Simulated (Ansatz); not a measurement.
Reaction: C2H5B (SMILES BC=C) → C2H4B (SMILES C([BH])=C, doublet) + H (doublet) (the B-H bond breaks)
Each species at its own B3LYP-D3(BJ)/def2-TZVP minimum (Ansatz, a first-principles code).

Total energies in hartree (Ansatz). Radicals and triplets start from unrestricted determinants; spin-orbit coupling is neglected. Cores are frozen in correlated methods. No relativity. For partners of very few electrons the exact lower level stands in for a higher one. The restricted determinant of C2H5B (BC=C, singlet) is unstable towards broken spin symmetry in at least one set run. The UHF reference of C2H4B ([BH]C=C, doublet) is spin-contaminated (<S^2> up to 0.17 over the pure value in the sets run).

| species | HF/cc-pVTZ | CCSD(T)/cc-pVTZ | HF/cc-pVQZ | CCSD(T)/cc-pVQZ | CCSD(T)/cc-pVDZ | CCSDT(Q)/cc-pVDZ |
|---|---|---|---|---|---|---|
| 1: C2H5B (SMILES BC=C) | -103.32720 | -103.80781 | -103.33389 | -103.83706 | -103.70211 | -103.70384 |
| 2: C2H4B (SMILES [BH]C=C, doublet) | -102.68526 | -103.13098 | -102.69189 | -103.15992 | -103.02874 | -103.03103 |
| 3: H (doublet) | -0.49981 | -0.49981 | -0.49995 | -0.49995 | -0.49928 | -0.49928 |

**Question.** Work out the bond dissociation energy (electronic) in kcal/mol: take Hartree-Fock from cc-pVQZ, extrapolate the CCSD(T) correlation energy as X^-3 (X = 3, 4), and add CCSDT(Q) - CCSD(T) in cc-pVDZ. 1 hartree = 627.51 kcal/mol.

**Answer.** 
Species 1: correlation (64·(-0.50317) - 27·(-0.48061))/37 = -0.51963; step -0.00173; E1 = -103.33389 + (-0.51963) + (-0.00173) = -103.85525
Species 2: correlation (64·(-0.46803) - 27·(-0.44572))/37 = -0.48431; step -0.00229; E2 = -102.69189 + (-0.48431) + (-0.00229) = -103.17849
Species 3: correlation (64·(0.00000) - 27·(0.00000))/37 = 0.00000; step +0.00000; E3 = -0.49995 + (0.00000) + (+0.00000) = -0.49995
-1·E1 +1·E2 +1·E3 = 0.17681 hartree = 110.9 kcal/mol.
